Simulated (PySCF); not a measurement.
# Atomic charges by several schemes

C6H8N2.
Z-matrix (Å and degrees, PBE0-D3(BJ)/def2-SVP geometry), rows numbered from 1:
```
C 
N   1  1.4333
C   2  1.3626  1  123.71
C   3  1.4100  2  120.95  1  -174.01
C   4  1.3864  3  119.33  2  -179.12
N   5  1.3342  4  124.45  3    -0.03
C   6  1.3300  5  116.13  4    -0.10
C   7  1.3917  6  124.93  5    -0.08
H   1  1.1027  2  111.31  3   -58.57
H   1  1.0979  2  109.24  3  -176.83
H   1  1.1068  2  113.10  3    62.79
H   2  1.0094  1  117.84  3  -163.95
H   4  1.0934  3  120.40  2     0.63
H   5  1.0967  4  119.19  3   180.00
H   7  1.0970  6  116.27  5  -179.84
H   8  1.0905  3  121.43  2    -1.11
```

Density: PBE0/pcSseg-1 (PySCF); schemes: Mulliken, IAO, Hirshfeld and ESP-fitted. Geometry: PBE0-D3(BJ)/def2-SVP, one conformer, isolated molecule.

Problem. Tabulate the Mulliken, IAO, Hirshfeld and ESP-fitted charges.

Solution. In e:

```tsv
atom	environment	Mulliken	IAO	Hirshfeld	ESP-fitted
C1	N-methyl carbon	-0.091	-0.302	-0.057	-0.228
N2	aniline-type nitrogen	-0.548	-0.319	-0.108	-0.547
C3	aromatic carbon bearing nitrogen	+0.246	+0.140	+0.059	+0.787
C4	aromatic CH carbon	-0.208	-0.238	-0.088	-0.883
C5	aromatic CH next to a ring nitrogen	+0.151	-0.004	+0.008	+0.612
N6	pyridine-type nitrogen	-0.429	-0.317	-0.193	-0.762
C7	aromatic CH next to a ring nitrogen	+0.158	+0.002	+0.010	+0.509
C8	aromatic CH carbon	-0.232	-0.252	-0.090	-0.713
H9	methyl hydrogen	+0.127	+0.145	+0.046	+0.116
H10	methyl hydrogen	+0.125	+0.156	+0.056	+0.135
H11	methyl hydrogen	+0.120	+0.133	+0.040	+0.106
H12	N–H hydrogen	+0.184	+0.269	+0.134	+0.351
H13	aromatic hydrogen	+0.093	+0.143	+0.044	+0.242
H14	aromatic hydrogen	+0.103	+0.149	+0.048	+0.021
H15	aromatic hydrogen	+0.103	+0.149	+0.048	+0.037
H16	aromatic hydrogen	+0.099	+0.147	+0.042	+0.219
```

Mean size of the charges over all atoms: ESP-fitted 0.392 e, Mulliken 0.189 e, IAO 0.179 e, Hirshfeld 0.067 e. Each set sums to the total charge, 0, to within 0.001 e. The Mulliken scheme gives each basis function's population to the atom it is centred on and halves the overlap population of two atoms between them.

Lowest charge. The schemes don't all agree: Mulliken N2 (-0.548); IAO N2 (-0.319); Hirshfeld N6 (-0.193); ESP-fitted C4 (-0.883).

Highest charge. The schemes don't all agree: Mulliken C3 (+0.246); IAO H12 (+0.269); Hirshfeld H12 (+0.134); ESP-fitted C3 (+0.787).

Problem. Sum the charges by element.

Solution. 
```json
{"element": "C", "atoms": "6", "Mulliken": "+0.023", "IAO": "-0.654", "Hirshfeld": "-0.158", "ESP-fitted": "+0.083"}
{"element": "N", "atoms": "2", "Mulliken": "-0.977", "IAO": "-0.636", "Hirshfeld": "-0.301", "ESP-fitted": "-1.310"}
{"element": "H", "atoms": "8", "Mulliken": "+0.954", "IAO": "+1.290", "Hirshfeld": "+0.459", "ESP-fitted": "+1.227"}
```

Problem. How many electrons does the Mulliken scheme count on C7?

Solution. Z − q = 6 − (+0.158) = 5.842.

Problem. How closely do the schemes follow one another over all atoms?

Solution. Correlation coefficient and root-mean-square difference: IAO with Hirshfeld 0.95, 0.128 e; Mulliken with Hirshfeld 0.90, 0.157 e; Mulliken with IAO 0.88, 0.108 e; Mulliken with ESP-fitted 0.87, 0.308 e; Hirshfeld with ESP-fitted 0.81, 0.422 e; IAO with ESP-fitted 0.77, 0.353 e.

These values come from a run that also computed NMR shieldings. On one thread of an Arm Neoverse V1, shared host, this took 22 s wall.
